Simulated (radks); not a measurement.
Problem. These are the eigenvalues of the occupied orbitals of an atom or ion with whole-number occupations (hartree). All-electron calculation, scalar-relativistic Kohn-Sham, r2SCAN, spin-unpolarised, spherical densities, finite nucleus; meta-GGA in the generalised Kohn-Sham scheme; Fermi nuclear charge, rms radius of each element as measured or else 0.836 A^(1/3) + 0.57 fm. Program: a radial shooting solver on a logarithmic mesh with Libxc functionals.

orbital  eigenvalue
1s        -553.8533
2s        -74.36842
2p        -65.84412
3s        -11.21287
3p         -8.44710
3d         -3.89126
4s         -1.22035
4p         -0.61400
5s         -0.08078

Which element is it, and in what charge state? The configuration may be excited.

Solution. Z = 37, rubidium, charge 0: Rb in [Kr] 5s1. The list shows which subshells hold electrons but not how many an open one holds; the 1s level, -553.85 hartree, gives Z - s = 33.3 by -(Z - s)^2/2, which with screening and relativity narrows Z to a few neighbours, and the depths of the outer levels then fix element, charge and occupations together.
